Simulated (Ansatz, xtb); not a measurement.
# C4H4ClF2N: 9 structures ranked

9 gas-phase structures of C4H4ClF2N, from a drawn sample of its isomers (lower ones may exist). Each was relaxed with GFN2-xTB; where two conformers were screened, the lower at r2SCAN-D4/def2-SVP is listed:

A. `[H]/N=C(C)\C(F)=C(/F)Cl`, a singlet
B. `N#CCCC(F)(F)Cl`, a singlet
C. `N#CCC(F)(F)CCl`, a singlet
D. `[H]/N=C(C)\C(F)=C(\F)Cl`, a singlet
E. `[H]/N=C(C)/C(F)=C(\F)Cl`, a singlet
F. `[H]/N=C(C)/C(F)=C(/F)Cl`, a singlet
G. `N#C[C@H](CCl)C(F)F`, a singlet
H. `N#C[C@@H](F)[C@@H](F)CCl`, a singlet
I. `C[C@H](Cl)C(F)(F)C#N`, a singlet

Which do you expect lowest at r2SCAN-D4/def2-SVP, and how would the others follow?

Calculated order at r2SCAN-D4/def2-SVP: B (0.0), C (1.7), G (7.6), I (10.5), H (19.1), A (24.3), E (26.4), D (27.1), F (28.4) kcal/mol. Less than 1 kcal/mol parts E and D, so the order within that pair means little. CCSD(T)/def2-SVP + ΔMP2/def2-TZVPP after further relaxation puts C lowest instead.

Energies above the lowest of each column, in kcal/mol; the last columns are at B3LYP-D3(BJ)/def2-SVP geometries and were run for some of them only (a dash: not run or not comparable):

```
structure  GFN2-xTB  HF/STO-3G  r2SCAN-D4/def2-SVP  B3LYP-D3(BJ)/def2-SVP  CCSD(T)/def2-SVP + ΔMP2/def2-TZVPP
        B       0.0        0.0                 0.0                    0.0                                 1.2
        C       1.2        5.3                 1.7                    0.7                                 0.0
        G       4.4        8.6                 7.6                    5.9                                 4.6
        I       9.5       10.1                10.5                    9.6                                 9.1
        H      12.5       17.0                19.1                   16.9                                   –
        A      12.1       48.8                24.3                      –                                   –
        E      13.5       48.4                26.4                      –                                   –
        D      14.3       52.3                27.1                      –                                   –
        F      13.0       52.7                28.4                      –                                   –
```

CCSD(T)/def2-SVP + ΔMP2/def2-TZVPP puts C lowest of those it was run on; GFN2-xTB picks B, HF/STO-3G picks B, r2SCAN-D4/def2-SVP picks B, B3LYP-D3(BJ)/def2-SVP picks B. CCSD(T)/def2-SVP + ΔMP2/def2-TZVPP orders those it was run on as C (0.0), B (1.2), G (4.6), I (9.1) kcal/mol. Some further structures that were screened fall inside this span and aren't listed. Flexible structures stand in one conformer each, not always the lowest. Frequencies (GFN2-xTB) were run for B, C, G, I alone. ΔMP2 is the change of the MP2 energy from the smaller to the larger basis.

Over these structures GFN2-xTB departs from r2SCAN-D4/def2-SVP by 5.5 kcal/mol on average once a common shift is removed. A GFN2-xTB relaxation took about 0.062 s and the r2SCAN-D4/def2-SVP energy about 1.9 s on a shared host (Ansatz 0.2.0, xtb 6.7.1).
